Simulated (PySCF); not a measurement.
A calculated (r2SCAN, PySCF 2.14, x2c-TZVPall, scalar relativity by spin-free X2C-1e) atom or ion has these occupied shells.

```csv
shell,electrons,orbital energy (eV),"rms radius, mean of both spins (bohr)"
1s α,1,-428.52,0.266
1s β,1,-427.62,0.266
2s α,1,-50.402,1.28
2s β,1,-48.078,1.28
2p α,1,-39.771,1.24
```

Question: Name the element and its charge.

Answer: N(2+) (nitrogen, charge +2), in [He] 2s2 2p1, 2P determinant.
